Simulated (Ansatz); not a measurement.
Diatomic NaBe-, closed-shell singlet (lowest of 2S+1 = 1, 3 at CCSD(T)/def2-TZVPP on PBE0 minima; our sources give no spin for the ground state, which may be another).

Constants: fifth-degree fit in 1/R to seven points, most abundant isotopes. In def2 and cc sets the state is the lowest found near the PBE0 minimum, followed along R. The singlet is held restricted. HF and MP2 rows in def2 and cc sets belong to the determinant that coupled cluster picked by its CCSD energy.

Correlated levels freeze the inner cores; with def2 sets outer-core shells near the valence are correlated too.

Programs: Ansatz (Gaussian basis) for Hartree–Fock, density functionals and correlated methods. Each number belongs to the level named beside it.

Energies at MP2/def2-QZVPP:

| R (Å) | E (hartree) |
|---|---|
| 3.076808 | -176.69947833 |
| 3.159518 | -176.69980021 |
| 3.235611 | -176.69995377 |
| 3.321629 | -176.69999749 |
| 3.407648 | -176.69993423 |
| 3.506900 | -176.69976282 |
| 3.622693 | -176.69947121 |

Task: With a reduced mass of 6.4742 u, find the minimum, the force constant and the constants.

Result: A fifth-degree polynomial in 1/R puts the minimum at r_e = 3.3100 Å with force constant 6.51 N/m. Then ω_e = (1/2πc)√(k/μ) = 131 cm⁻¹ and B_e = h/(8π²cμr_e²) = 0.2377 cm⁻¹; the cubic and quartic terms give α_e = 0.0064 and ω_e x_e = 3.1 cm⁻¹.

Doubts at one or more of the structures used: a restricted determinant that unrestricted orbitals would lower (MP2/def2-QZVPP).

Ansatz is a program for electronic structure.
